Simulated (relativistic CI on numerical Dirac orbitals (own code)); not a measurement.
d1 to d9 in one tetrahedral field

Computed with a parametric ligand-field model without spin-orbit coupling, by exact diagonalisation: B = 880, C = 3740, 10Dq = -7000 cm⁻¹ (Td; |10Dq|/B = 8.0) for every shell. Energies in cm⁻¹; the field energy is (0.6 n_e − 0.4 n_t2) × 10Dq of the ground term; g labels are left out.

```tsv
Shell	Ground term	Electrons in e	Field energy	First spin-allowed bands	Lowest term of other spin
d1	2E	1.000	-4200	2T2 7000	
d2	3A2	2.000	-8400	3T2 7000, 3T1 11800	1E 13920
d3	4T1	1.908	-4957	4T2 6039, 4A2 13039	2E 10546
d4	5T2	2.000	-2800	5E 7000	3T1 13690
d5	6A1	2.000	0	none	4T1 22910
d6	5E	3.000	-4200	5T2 7000	3T1 14289
d7	4A2	4.000	-8400	4T2 7000, 4T1 11800	2E 16946
d8	3T1	3.908	-4957	3T2 6039, 3A2 13039	1T2 13180
d9	2T2	4.000	-2800	2E 7000
```

Every shell keeps the spin of the free ion. Tetrahedral fields of 3d complexes are almost always too weak to pair spins. High-spin d^(n+5) repeats the spin-allowed bands of d^n, since the half-filled shell is spherical.
